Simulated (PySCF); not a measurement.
C$_{4}$H$_{10}$ClFSi, singlet, geometry from GFN2-xTB; PySCF with CASSCF(4,3)/STO-3G.

PySCF was given this input:
```python
from pyscf import gto, scf, mcscf
import numpy

mol = gto.Mole()
mol.atom = '''
    C     2.70106411   -0.47342653   -0.36337652
    C     1.30391777   -0.90648808   -0.81021101
    Si   -0.06976135    0.26314982   -0.20785481
    F     0.27520037    1.73451503   -0.80600080
    Cl   -0.02931276    0.47849426    1.79430125
    C    -1.81372345   -0.16201214   -0.82875205
    C    -2.33054349   -1.51777614   -0.35067873
    H     2.92546455    0.52533623   -0.72915722
    H     2.77148615   -0.46235626    0.72154433
    H     3.45394741   -1.15793117   -0.74864845
    H     1.11849875   -1.92031962   -0.45248277
    H     1.28363270   -0.95557877   -1.90025128
    H    -2.50673109    0.61497792   -0.49964357
    H    -1.82838773   -0.14113722   -1.91945492
    H    -2.34591005   -1.56097687    0.73554679
    H    -1.69661009   -2.32247780   -0.71498456
    H    -3.34150774   -1.69045457   -0.71350516
'''
mol.basis = 'sto-3g'
mol.verbose = 4
mol.build()

mf = scf.RHF(mol)
mf.kernel()
mc = mcscf.CASSCF(mf, 3, 4)
mc.fix_spin_(ss=0.0)
mc.kernel()
occ = numpy.linalg.eigvalsh(mc.fcisolver.make_rdm1(mc.ci, mc.ncas, mc.nelecas))[::-1]
ss = mc.fcisolver.spin_square(mc.ci, mc.ncas, mc.nelecas)[0]
print('natural occupations', occ.round(4), ' <S^2>', round(ss, 4))
```

It wrote (shortened):

```
PySCF version 2.14.0

[INPUT] verbose = 4
[INPUT] num. atoms = 17
[INPUT] num. electrons = 74
[INPUT] charge = 0
[INPUT] spin (= nelec alpha-beta = 2S) = 0
[INPUT] symmetry False subgroup None
[INPUT] Mole.unit = angstrom
[INPUT] Symbol           X                Y                Z      unit          X                Y                Z       unit  Magmom
[...]
nuclear repulsion = 479.318304839836
number of shells = 35
number of NR pGTOs = 159
number of NR cGTOs = 53
basis = sto-3g
ecp = {}

******** <class 'pyscf.scf.hf.RHF'> ********
method = RHF
initial guess = minao
damping factor = 0
level_shift factor = 0
DIIS = <class 'pyscf.scf.diis.CDIIS'>
diis_start_cycle = 1
diis_space = 8
diis_damp = 0
SCF conv_tol = 1e-09
SCF conv_tol_grad = None
SCF max_cycles = 50
direct_scf = True
direct_scf_tol = 1e-13
Set gradient conv threshold to 3.16228e-05
Initial guess from minao.
init E= -994.102071657664
[...]
cycle= 1 E= -993.711700210221  delta_E= 0.39  |g|= 0.412  |ddm|= 4.65
[...]
cycle= 2 E= -993.797347132503  delta_E= -0.0856  |g|= 0.0985  |ddm|= 0.91
[...]
cycle= 3 E= -993.801781479275  delta_E= -0.00443  |g|= 0.0273  |ddm|= 0.192
[...]
cycle= 4 E= -993.802314977838  delta_E= -0.000533  |g|= 0.00536  |ddm|= 0.0805
[...]
cycle= 5 E= -993.802335693289  delta_E= -2.07e-05  |g|= 0.00146  |ddm|= 0.0151
[...]
cycle= 6 E= -993.802337188973  delta_E= -1.5e-06  |g|= 0.000199  |ddm|= 0.00445
[...]
cycle= 7 E= -993.802337216545  delta_E= -2.76e-08  |g|= 2.99e-05  |ddm|= 0.000603
[...]
cycle= 8 E= -993.802337217177  delta_E= -6.32e-10  |g|= 8.92e-06  |ddm|= 7.76e-05
[...]
Extra cycle  E= -993.802337217236  delta_E= -5.84e-11  |g|= 4.15e-06  |ddm|= 2e-05
converged SCF energy = -993.802337217236

******** <class 'pyscf.mcscf.mc1step.CASSCF'> ********
CAS (2e+2e, 3o), ncore = 35, nvir = 15
max_cycle_macro = 50
max_cycle_micro = 4
conv_tol = 1e-07
conv_tol_grad = None
orbital rotation max_stepsize = 0.02
orbital rotation threshold for CI restart = 0.01
augmented hessian ah_max_cycle = 30
augmented hessian ah_conv_tol = 1e-12
augmented hessian ah_linear dependence = 1e-14
augmented hessian ah_level shift = 1e-08
augmented hessian ah_start_tol = 2.5
augmented hessian ah_start_cycle = 3
augmented hessian ah_grad_trust_region = 3
kf_trust_region = 3
kf_interval = 4
ci_response_space = 4
ci_grad_trust_region = 3
with_dep4 0
natorb = False
canonicalization = True
sorting_mo_energy = False
ao2mo_level = 2
internal_rotation = False
[...]
CASCI E = -993.803189045583  S^2 = 0.0000000
[...]
macro iter  10 (  7 JK    2 micro), CASSCF E = -993.815645945035  dE = -2.87635297e-05  S^2 = 0.0000000
               |grad[o]|=0.00069  |grad[c]|=0.00524  |ddm|=0.000135  |maxRot[o]|=0.0699
macro iter  11 (  7 JK    2 micro), CASSCF E = -993.815680127882  dE = -3.41828468e-05  S^2 = 0.0000000
               |grad[o]|=0.000687  |grad[c]|=0.00497  |ddm|=0.000158  |maxRot[o]|=0.0699
macro iter  12 (  7 JK    2 micro), CASSCF E = -993.815719103487  dE = -3.89756044e-05  S^2 = 0.0000000
               |grad[o]|=0.000677  |grad[c]|=0.00453  |ddm|=0.000404  |maxRot[o]|=0.0699
macro iter  13 (  7 JK    2 micro), CASSCF E = -993.815761363617  dE = -4.22601303e-05  S^2 = 0.0000000
               |grad[o]|=0.000672  |grad[c]|=0.00395  |ddm|=0.000638  |maxRot[o]|=0.0699
macro iter  14 (  7 JK    2 micro), CASSCF E = -993.815804412456  dE = -4.30488393e-05  S^2 = 0.0000000
               |grad[o]|=0.000645  |grad[c]|=0.00332  |ddm|=0.000855  |maxRot[o]|=0.0699
macro iter  15 (  7 JK    2 micro), CASSCF E = -993.815845075260  dE = -4.06628038e-05  S^2 = 0.0000000
               |grad[o]|=0.000599  |grad[c]|=0.00282  |ddm|=0.001  |maxRot[o]|=0.0699
macro iter  16 (  7 JK    2 micro), CASSCF E = -993.815879770153  dE = -3.46948932e-05  S^2 = 0.0000000
               |grad[o]|=0.000522  |grad[c]|=0.00263  |ddm|=0.00106  |maxRot[o]|=0.0699
macro iter  17 (  7 JK    2 micro), CASSCF E = -993.815905225748  dE = -2.54555943e-05  S^2 = 0.0000000
               |grad[o]|=0.000415  |grad[c]|=0.00278  |ddm|=0.00102  |maxRot[o]|=0.0699
macro iter  18 (  7 JK    2 micro), CASSCF E = -993.815918896943  dE = -1.36711955e-05  S^2 = 0.0000000
               |grad[o]|=0.000277  |grad[c]|=0.00318  |ddm|=0.000941  |maxRot[o]|=0.0699
macro iter  19 (  4 JK    1 micro), CASSCF E = -993.815920869474  dE = -1.97253075e-06  S^2 = 0.0000000
               |grad[o]|=0.000113  |grad[c]|=0.00109  |ddm|=0.000237  |maxRot[o]|=0.0375
macro iter  20 (  5 JK    1 micro), CASSCF E = -993.815920877979  dE = -8.50502602e-09  S^2 = 0.0000000
               |grad[o]|=2.88e-05  |grad[c]|=1.78e-05  |ddm|=6.54e-06  |maxRot[o]|=0.00118
1-step CASSCF converged in  20 macro (187 JK  46 micro) steps
CASSCF canonicalization
Density matrix diagonal elements [1.99614903 1.98212516 0.02172581]
CASSCF energy = -993.815920877979
CASCI E = -993.815920877979  E(CI) = -4.33763026279973  S^2 = 0.0000000
natural occupations [1.9996 1.9788 0.0216]  <S^2> 0.0
```
